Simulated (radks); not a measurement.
The lithium ion Li+ inside a hard spherical wall (all orbitals vanish at R), configuration held at [He] and not refilled when levels cross. Method: scalar-relativistic Kohn-Sham, PBEsol, spin-polarised, spherical densities, point nucleus; computed with a radial shooting solver on a logarithmic mesh with Libxc functionals. Eigenvalues in eV for spin up, with the zero of energy where the potential of the charges vanishes at infinity; a dash marks a level that is unbound or too diffuse for the functional's potential to be trusted. A positive occupied level is held by the wall or, in an anion where self-interaction has pushed it up, behind a barrier. The pressure on the wall is -dE/dV.

[
 {"R (bohr)": "free", "E (hartree)": "-7.19721", "kinetic (hartree)": "7.148", "e(1s)": "-59.844", "e(2s, empty)": "-", "e(2p, empty)": "-", "pressure (GPa)": "0"},
 {"R (bohr)": "15", "E (hartree)": "-7.19721", "kinetic (hartree)": "7.148", "e(1s)": "-59.844", "e(2s, empty)": "-", "e(2p, empty)": "-", "pressure (GPa)": "< 0.0001"},
 {"R (bohr)": "12", "E (hartree)": "-7.19721", "kinetic (hartree)": "7.148", "e(1s)": "-59.844", "e(2s, empty)": "-", "e(2p, empty)": "-", "pressure (GPa)": "< 0.0001"},
 {"R (bohr)": "10", "E (hartree)": "-7.19721", "kinetic (hartree)": "7.148", "e(1s)": "-59.844", "e(2s, empty)": "-", "e(2p, empty)": "-", "pressure (GPa)": "< 0.0001"},
 {"R (bohr)": "7", "E (hartree)": "-7.19721", "kinetic (hartree)": "7.148", "e(1s)": "-59.844", "e(2s, empty)": "-", "e(2p, empty)": "-", "pressure (GPa)": "< 0.0001"},
 {"R (bohr)": "6", "E (hartree)": "-7.19721", "kinetic (hartree)": "7.148", "e(1s)": "-59.844", "e(2s, empty)": "-", "e(2p, empty)": "-", "pressure (GPa)": "< 0.0001"},
 {"R (bohr)": "5", "E (hartree)": "-7.19721", "kinetic (hartree)": "7.148", "e(1s)": "-59.844", "e(2s, empty)": "-5.111", "e(2p, empty)": "-2.929", "pressure (GPa)": "0.000166"},
 {"R (bohr)": "4", "E (hartree)": "-7.19718", "kinetic (hartree)": "7.148", "e(1s)": "-59.842", "e(2s, empty)": "-2.310", "e(2p, empty)": "-0.644", "pressure (GPa)": "0.0135"},
 {"R (bohr)": "2.5", "E (hartree)": "-7.18961", "kinetic (hartree)": "7.211", "e(1s)": "-59.461", "e(2s, empty)": "19.125", "e(2p, empty)": "13.332", "pressure (GPa)": "10.7"},
 {"R (bohr)": "2", "E (hartree)": "-7.14885", "kinetic (hartree)": "7.453", "e(1s)": "-57.994", "e(2s, empty)": "46.308", "e(2p, empty)": "28.967", "pressure (GPa)": "104"}
]
